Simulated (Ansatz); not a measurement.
A nudged elastic band was laid between two geometries of C2H9NSSi2 (15 atoms, charge 0, multiplicity 1).

Method: RKS revPBE-D4/STO-3G in Ansatz 0.2.0.

| Item | Value |
| --- | --- |
| movable images | 5 |
| climbing image | yes |
| spring | 2.0 to 10.0 eV/Å², energy-weighted |
| optimiser | quadratic models (default) |
| start path | through a guess of the saddle point |
| force threshold | 0.05 eV/Å |
| iteration limit | 60 |
| end points | relaxed |

Initial state:

```xyz
15
Properties=species:S:1:pos:R:3
N -1.304 1.196 1.166
C -0.438 0.241 0.500
C -0.645 -1.108 0.520
Si 0.505 -2.391 -0.175
Si 1.025 1.145 -0.290
S 0.258 3.115 -0.691
H -1.225 2.132 0.638
H -2.313 0.873 1.175
H -1.570 -1.468 1.007
H 0.242 -2.646 -1.590
H 1.893 -1.958 -0.061
H 0.343 -3.650 0.541
H 2.155 1.284 0.622
H 1.462 0.481 -1.515
H -0.409 2.705 -1.818
```

Final state:

```xyz
15
Properties=species:S:1:pos:R:3
N -1.475 1.172 0.827
C -0.542 0.197 0.293
C -0.660 -1.147 0.498
Si 0.569 -2.434 -0.025
Si 0.868 1.071 -0.626
S 0.131 3.064 -0.964
H -1.439 2.041 0.190
H -2.463 0.790 0.861
H -1.563 -1.497 1.032
H 0.118 -3.165 -1.208
H 1.847 -1.810 -0.344
H 0.777 -3.410 1.040
H 2.114 1.096 0.138
H 1.107 0.452 -1.924
H 0.589 3.528 0.242
```

**Question.** Which bonds break or form, and what moves?

**Answer.** No bond is made or broken. The dihedral C2–Si5–S6–H15 goes from -79 to 88°.

**Question.** Give the energies along the band, and the barrier.

**Answer.** The forces met the threshold. The highest image is number 3 of 0 to 6, 0.184 eV above the first end and 0.196 eV above the last; the last end lies 0.012 eV below the first. Another band between the same ends (5 images) ends at a top of the same energy, where a vibrational analysis finds 1 clearly imaginary mode. Limits of this set-up: minimal basis.

```
image  path coordinate (Å)  energy (eV)  dihedral C2–Si5–S6–H15 (°)
    0                 0.00        0.000                         -79
    1                 1.67        0.045                         -64
    2                 2.55        0.124                         -33
    3                 3.22        0.184                           7
    4                 4.58        0.139                          68
    5                 6.27        0.074                         114
    6                 8.88       -0.012                          88
```

**Question.** What is the geometry of the highest image?

**Answer.** 
```xyz
15
Properties=species:S:1:pos:R:3
N -1.132 1.228 1.430
C -0.337 0.346 0.566
C -0.595 -0.992 0.503
Si 0.412 -2.288 -0.379
Si 1.119 1.215 -0.259
S 0.412 2.372 -1.925
H -1.342 2.142 0.923
H -2.080 0.778 1.607
H -1.491 -1.348 1.047
H 0.563 -1.965 -1.794
H 1.747 -2.420 0.194
H -0.269 -3.571 -0.267
H 1.784 2.080 0.715
H 2.093 0.228 -0.713
H -0.905 2.145 -1.617
```

Time of the run: 10 min on 1 thread of Arm Neoverse V1, with other jobs on the host, peak memory 0.11 GiB.
